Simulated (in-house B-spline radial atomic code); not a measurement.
Ag¹⁷⁺. Computed with a B-spline radial atomic code. Model: all-electron spherical atom, spin shells full or empty, radial basis limit, no spin-orbit coupling: exact exchange with a local potential (Slater, KLI or optimised effective potential, whose far tail is KLI's), no correlation.

The run also made RPA and GW results, which its time includes.

The Slater potential averages the orbital exchange potentials with the orbital densities as weights, KLI adds orbital constants, and the optimised effective potential minimises the exact-exchange energy among local potentials. So their energies lie above Hartree-Fock in the order OEP, KLI, Slater. All fall off as −1/r, unlike LDA and GGA exchange.

Command:
```bash
python run_gw.py task.json out
```
Settings (lengths in bohr, energies in hartree):
```
Z                      47
electrons              30
configuration          [Ar] 3d10 4s2
hamiltonian            nr
method                 slater
lmax                   9
spin_polarised         False
box_radius             4.58
intervals              67
ion_configuration      [Ar] 3d10 4s1
```

Cost of the run: 4.3 s on 1 thread of Intel(R) Xeon(R) 6975P-C (Granite Rapids) (shared host).

Given: hamiltonian non-relativistic; mean-field start Slater potential.

Computed: energy above Hartree-Fock 240.05 millihartree; virial ratio -E/T less 1 -0.009945.

```json
{"radius (bohr)": "0.00106", "r times exchange potential (hartree bohr)": "-0.051734"}
{"radius (bohr)": "0.0013", "r times exchange potential (hartree bohr)": "-0.063397"}
{"radius (bohr)": "0.00159", "r times exchange potential (hartree bohr)": "-0.077447"}
{"radius (bohr)": "0.00194", "r times exchange potential (hartree bohr)": "-0.094341"}
{"radius (bohr)": "0.00237", "r times exchange potential (hartree bohr)": "-0.11497"}
{"radius (bohr)": "0.00289", "r times exchange potential (hartree bohr)": "-0.1397"}
{"radius (bohr)": "0.00353", "r times exchange potential (hartree bohr)": "-0.16977"}
{"radius (bohr)": "0.00432", "r times exchange potential (hartree bohr)": "?"}
{"radius (bohr)": "0.00527", "r times exchange potential (hartree bohr)": "-0.24903"}
{"radius (bohr)": "0.00644", "r times exchange potential (hartree bohr)": "-0.29995"}
{"radius (bohr)": "0.00787", "r times exchange potential (hartree bohr)": "-0.35923"}
{"radius (bohr)": "0.00961", "r times exchange potential (hartree bohr)": "-0.42675"}
{"radius (bohr)": "0.0117", "r times exchange potential (hartree bohr)": "-0.50089"}
{"radius (bohr)": "0.0143", "r times exchange potential (hartree bohr)": "-0.58248"}
{"radius (bohr)": "0.0175", "r times exchange potential (hartree bohr)": "-0.66725"}
{"radius (bohr)": "0.0214", "r times exchange potential (hartree bohr)": "-0.74888"}
{"radius (bohr)": "0.0261", "r times exchange potential (hartree bohr)": "-0.81903"}
{"radius (bohr)": "0.0319", "r times exchange potential (hartree bohr)": "-0.8698"}
{"radius (bohr)": "0.039", "r times exchange potential (hartree bohr)": "-0.89362"}
{"radius (bohr)": "0.0476", "r times exchange potential (hartree bohr)": "-0.90381"}
{"radius (bohr)": "0.0582", "r times exchange potential (hartree bohr)": "-0.94488"}
{"radius (bohr)": "0.0711", "r times exchange potential (hartree bohr)": "-1.0475"}
{"radius (bohr)": "0.0868", "r times exchange potential (hartree bohr)": "-1.1895"}
{"radius (bohr)": "0.106", "r times exchange potential (hartree bohr)": "-1.3254"}
{"radius (bohr)": "0.13", "r times exchange potential (hartree bohr)": "-1.411"}
{"radius (bohr)": "0.158", "r times exchange potential (hartree bohr)": "-1.415"}
{"radius (bohr)": "0.193", "r times exchange potential (hartree bohr)": "-1.3901"}
{"radius (bohr)": "0.236", "r times exchange potential (hartree bohr)": "-1.4802"}
{"radius (bohr)": "0.288", "r times exchange potential (hartree bohr)": "-1.6686"}
{"radius (bohr)": "0.352", "r times exchange potential (hartree bohr)": "-1.8217"}
{"radius (bohr)": "0.43", "r times exchange potential (hartree bohr)": "-1.8502"}
{"radius (bohr)": "0.526", "r times exchange potential (hartree bohr)": "-1.722"}
{"radius (bohr)": "0.642", "r times exchange potential (hartree bohr)": "-1.4216"}
{"radius (bohr)": "0.785", "r times exchange potential (hartree bohr)": "-1.1234"}
{"radius (bohr)": "0.958", "r times exchange potential (hartree bohr)": "?"}
{"radius (bohr)": "1.17", "r times exchange potential (hartree bohr)": "-1.0072"}
{"radius (bohr)": "1.43", "r times exchange potential (hartree bohr)": "-1.0029"}
```

(1) What belongs in the row 0.00432?

(2) What belongs in the row 0.958?

```tsv
occupied	level (hartree)	Hartree-Fock level (hartree)
1s	-926.3	-930.38
2s	-149.31	-151.1
2p	-140.65	-141.44
3s	?	?
3p	-37.233	-37.393
3d	-30.582	-30.235
4s	-17.27	-16.858
```

(3) What belongs in the row 3s?

```json
{"empty": "4p", "level (hartree)": "-15.938"}
{"empty": "4d", "level (hartree)": "-13.636"}
{"empty": "4f", "level (hartree)": "-11.161"}
{"empty": "5s", "level (hartree)": "?"}
{"empty": "5p", "level (hartree)": "-9.1083"}
```

(4) What belongs in the row 5s?

Answers

(1) r times exchange potential (hartree bohr): -0.20624.

(2) r times exchange potential (hartree bohr): -1.0238.

(3) level (hartree): -40.818; Hartree-Fock level (hartree): -41.384.

(4) level (hartree): -9.7013.

The highest level, 4s, differs from Hartree-Fock by -11 eV and the deepest, 1s, by +111 eV: the Slater potential lacks the response part and is deeper than the optimised one throughout, so the top level comes too deep.
